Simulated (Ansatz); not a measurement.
Molecule: HgI2 (charge 0, singlet). 
Geometry from a B3LYP-D3(BJ)/def2-TZVP (Ansatz, a program for electronic structure) optimisation:
```
Hg
I 1 2.6116
I 1 2.6116 2 180.00
```
Charge 0, spin multiplicity 1.

Basis-set convergence of Hartree-Fock and CCSD(T) correlation energies (hartree) with Ansatz. Cores are frozen in the correlated levels unless marked. No spin-orbit coupling. The frozen core is the preceding noble-gas configuration, with the filled d and f shells of earlier blocks. Past Kr the def2 sets carry scalar-relativistic core potentials.

```tsv
basis	functions	E(HF)	E(corr, CCSD(T))	rough core time
def2-SVPD	105	-745.92591	-0.51232	under 20 s
def2-TZVPPD	180	?	?	30 s
```

Problem. Complete the blanks.

Solution. 
- def2-TZVPPD, E(HF): -745.95088
- def2-TZVPPD, E(corr, CCSD(T)): -0.71806
